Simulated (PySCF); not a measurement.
Molecule: `CC#[N+][BH2-]Cl`, C$_{2}$H$_{5}$BClN.

Bonds (- single, = double, # triple, : aromatic): C1-C2, C2#N3, N3-B4, B4-Cl5. C1 carries H6, H7, H8; B4 carries H9, H10. Formal charges: N3 +1, B4 -1.

Frames of a GFN2-xTB Langevin trajectory at 600 K; GIAO PBE0/pcSseg-1 shieldings in PySCF 2.14, gas phase, non-relativistic; equivalent atoms averaged within each frame.

Referencing at the same level of theory: ¹³C (186.93 ppm) and ¹H (31.72 ppm) vs TMS; ¹⁵N (267.73 ppm) vs NH3; ¹¹B (100.07 ppm) vs BF3·OEt2; ³⁵Cl (949.78 ppm) vs HCl. The references are static minima.

Q: How do the shifts (ppm) fluctuate along the trajectory?

A: 
```csv
time (fs),C2,C1,N3,B4,Cl5,H6/H7/H8,H9/H10
250,129.4,1.2,257.9,-14.6,-47,2.98,2.95
425,115.5,-2.3,234.7,-15.5,-70,1.70,2.78
625,124.1,12.6,243.5,-22.0,-48,2.37,3.37
800,118.8,2.5,233.3,-18.2,-76,3.05,3.65
1000,126.1,9.5,233.1,-22.0,30,3.54,4.26
mean of frames,122.8,4.7,240.5,-18.5,-42,2.73,3.40
standard deviation,5.6,6.1,10.6,3.5,43,0.71,0.59
```

5 frames give an uncertainty of the mean of about the standard deviation over 2.2 at best, since frames this close in time may not be independent; classical motion lacks zero-point vibration, and the reference would need the same averaging.
